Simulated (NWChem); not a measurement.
System: BAsH4O2; SMILES OB(O)[AsH2]

Input file for NWChem:

```
start job
memory heap 200 mb stack 900 mb global 1100 mb
geometry units angstroms noautoz
  B     -0.014010     1.032274     0.006631
  As     0.061272    -1.025548    -0.036019
  H     -0.785046    -1.181667     1.217683
  H      1.374812    -1.120197     0.736818
  O     -1.243321     1.596551     0.030115
  H     -1.191581     2.560538    -0.005269
  O      1.077867     1.841531    -0.075453
  H      1.915795     1.371575    -0.062443
end
basis spherical
  B library def2-svp
  As library def2-svp
  H library def2-svp
  O library def2-svp
end
dft
  xc xwpbe 0.80 cpbe96 1.0 hfexch 1.00
  cam 0.2 cam_alpha 0.2 cam_beta 0.8
  iterations 150
end
tddft
  nroots 6
  notriplet
end
task tddft energy
```

Parts of the log:

```
             Northwest Computational Chemistry Package (NWChem) 7.3.0
             --------------------------------------------------------

 C1  symmetry detected

                             Geometry "geometry" -> ""
                             -------------------------

 Output coordinates in angstroms (scale by  1.889725989 to convert to a.u.)

  No.       Tag          Charge          X              Y              Z
 ---- ---------------- ---------- -------------- -------------- --------------
    1 B                    5.0000    -0.00766571     1.02551848     0.00531083
    2 As                  33.0000    -0.01052635    -1.03342231    -0.04828431
    3 H                    1.0000    -0.91604497    -1.16290520     1.16648571
    4 H                    1.0000     1.26345714    -1.18336991     0.78002999
    5 O                    8.0000    -1.21400476     1.63727242    -0.02055020
    6 H                    1.0000    -1.12339662     2.59867311    -0.04698637
    7 O                    8.0000     1.11733623     1.79190770    -0.02381396
    8 H                    1.0000     1.93503068     1.28950485     0.02221215

 Effective nuclear repulsion energy (a.u.)     237.5498197433

  pbe96 is a nonlocal functional; adding pw91lda local functional.

                                 NWChem DFT Module
                                 -----------------

 Summary of "ao basis" -> "ao basis" (spherical)
 ------------------------------------------------------------------------------
       Tag                 Description            Shells   Functions and Types
 ---------------- ------------------------------  ------  ---------------------
 B                          def2-svp                 6       14   3s2p1d
 As                         def2-svp                12       32   5s4p3d
 H                          def2-svp                 3        5   2s1p
 O                          def2-svp                 6       14   3s2p1d

            General Information
            -------------------
          SCF calculation type: DFT
          Wavefunction type:  closed shell.
          No. of atoms     :     8
          No. of electrons :    58
           Alpha electrons :    29
            Beta electrons :    29
          Charge           :     0
          Spin multiplicity:     1
          Use of symmetry is: off; symmetry adaption is: off
          Maximum number of iterations: 150
          AO basis - number of functions:    94
                     number of shells:    42
          Convergence on energy requested:  1.00D-06
          Convergence on density requested:  1.00D-05
          Convergence on gradient requested:  5.00D-04

              XC Information
              --------------
                     Hartree-Fock (Exact) Exchange  1.000
                     LC-wPBE(h)Exchange Functional  0.800
            Perdew 1991 LDA Correlation Functional  1.000 local
           PerdewBurkeErnz. Correlation Functional  1.000 non-local

           Range-Separation Parameters
           ---------------------------
           Alpha           :  0.20
           Beta            :  0.80
           Gamma           :  0.20
           Short-Range HF  :     F

             Grid Information
             ----------------
          Grid used for XC integration:  medium
          Radial quadrature: Mura-Knowles
          Angular quadrature: Lebedev.
          Tag              B.-S. Rad. Rad. Pts. Rad. Cut. Ang. Pts.
          ---              ---------- --------- --------- ---------
          B                   0.85       49           8.0       434
          As                  1.15      112          10.0       590
          H                   0.35       45          11.0       434
          O                   0.60       49          10.0       434
          Grid pruning is: on
          Number of quadrature shells:   439
          Spatial weights used:  Erf1

      Superposition of Atomic Density Guess
      -------------------------------------

 Sum of atomic energies:       -2409.74304521

      Non-variational initial energy
      ------------------------------

 Total energy =   -2411.224010
 1-e energy   =   -3827.214885
 2-e energy   =    1178.441056
 HOMO         =      -0.289372
 LUMO         =       0.064024

[...]

                                NWChem TDDFT Module
                                -------------------

            General Information
            -------------------
           No. of orbitals :     188
            Alpha orbitals :      94
             Beta orbitals :      94
        Alpha frozen cores :       0
         Beta frozen cores :       0
     Alpha frozen virtuals :       0
      Beta frozen virtuals :       0
         Spin multiplicity :       1
    Number of AO functions :      94
        Use of symmetry is : off
      Symmetry adaption is : off
         Schwarz screening :  0.10D-07

              XC Information
              --------------
              Hartree-Fock (Exact) Exchange   1.00
              LC-wPBE(h)Exchange Functional   0.80
     Perdew 1991 LDA Correlation Functional   1.00 local
    PerdewBurkeErnz. Correlation Functional   1.00 non-local
           Alpha           :  0.20
           Beta            :  0.80
           Gamma           :  0.20

             TDDFT Information
             -----------------
          Calculation type : TDDFT
         Wavefunction type : Restricted singlets
          No. of electrons :      58
           Alpha electrons :      29
            Beta electrons :      29
              No. of roots :       6
          Max subspacesize :    5200
            Max iterations :     100
               Target root :       1
           Target symmetry : none
      Symmetry restriction : off
                 Algorithm : Optimal
        Davidson threshold :  0.10D-03

    6 smallest eigenvalue differences (eV)
--------------------------------------------------------
  No. Spin  Occ  Vir  Irrep   E(Occ)    E(Vir)   E(Diff)
--------------------------------------------------------
    1    1   29   30 a        -0.330     0.083    11.238
    2    1   29   31 a        -0.330     0.097    11.630
    3    1   29   32 a        -0.330     0.114    12.090
    4    1   29   33 a        -0.330     0.137    12.697
    5    1   28   30 a        -0.394     0.083    12.987
    6    1   29   34 a        -0.330     0.160    13.323
--------------------------------------------------------

  Entering Davidson iterations
  Restricted singlet excited states

  Iter   NTrls   NConv    DeltaV     DeltaE      Time
  ----  ------  ------  ---------  ---------  ---------
    1      6       0     0.15E+00   0.10+100       10.1
    2     18       0     0.46E-01   0.16E-01       13.2
    3     30       0     0.29E-01   0.30E-02       13.0
    4     42       0     0.37E-01   0.24E-02       12.9
    5     54       0     0.45E-01   0.55E-02       13.3
    6     66       0     0.20E-01   0.26E-02       13.2
    7     78       3     0.11E-01   0.47E-03       13.2
    8     84       3     0.63E-02   0.12E-03       10.3
    9     90       4     0.30E-02   0.27E-04       10.4
   10     94       5     0.12E-02   0.42E-05        9.4
   11     96       5     0.37E-03   0.56E-06        8.5
   12     98       6     0.99E-04   0.38E-07        8.2
  ----  ------  ------  ---------  ---------  ---------
  Convergence criterion met

  Ground state a       -2412.829797068347 a.u.

  ----------------------------------------------------------------------------
  Root   1 singlet a              0.243238969 a.u.                6.6189 eV
  ----------------------------------------------------------------------------
     Transition Moments    X  0.21640   Y  0.32708   Z -0.19189
     Dipole Oscillator Strength                    0.0309122586
     Electric Quadrupole                           0.0000001519
     Magnetic Dipole                               0.0000003634
     Total Oscillator Strength                     0.0309127739

     Occ.   26  a   ---  Virt.   30  a    0.05554 X
     Occ.   28  a   ---  Virt.   30  a    0.06857 X
     Occ.   28  a   ---  Virt.   31  a    0.07555 X
     Occ.   28  a   ---  Virt.   33  a    0.06692 X
     Occ.   29  a   ---  Virt.   30  a   -0.87731 X
     Occ.   29  a   ---  Virt.   31  a   -0.42682 X
     Occ.   29  a   ---  Virt.   32  a   -0.09965 X
     Occ.   29  a   ---  Virt.   33  a   -0.06723 X
     Occ.   29  a   ---  Virt.   35  a   -0.06286 X
  ----------------------------------------------------------------------------
  Root   2 singlet a              0.252444958 a.u.                6.8694 eV
  ----------------------------------------------------------------------------
     Transition Moments    X -0.38015   Y  0.26760   Z -0.15383
     Dipole Oscillator Strength                    0.0403556092
     Electric Quadrupole                           0.0000002525
     Magnetic Dipole                               0.0000013544
     Total Oscillator Strength                     0.0403572161

     Occ.   26  a   ---  Virt.   31  a    0.06529 X
     Occ.   28  a   ---  Virt.   31  a   -0.09853 X
     Occ.   28  a   ---  Virt.   33  a    0.05718 X
     Occ.   29  a   ---  Virt.   30  a   -0.43276 X
     Occ.   29  a   ---  Virt.   31  a    0.87542 X
     Occ.   29  a   ---  Virt.   32  a    0.07725 X
     Occ.   29  a   ---  Virt.   34  a    0.05411 X
     Occ.   29  a   ---  Virt.   35  a   -0.08284 X
  ----------------------------------------------------------------------------
  Root   3 singlet a              0.284303232 a.u.                7.7363 eV
  ----------------------------------------------------------------------------
     Transition Moments    X -0.03363   Y -0.58524   Z -0.45246
     Dipole Oscillator Strength                    0.1039324259
     Electric Quadrupole                           0.0000000757
     Magnetic Dipole                               0.0000026663
     Total Oscillator Strength                     0.1039351679

[...]
```

Level: LRC-wPBEh/def2-SVP, full TDDFT. Geometry: optimised at PBE0/def2-SVP.
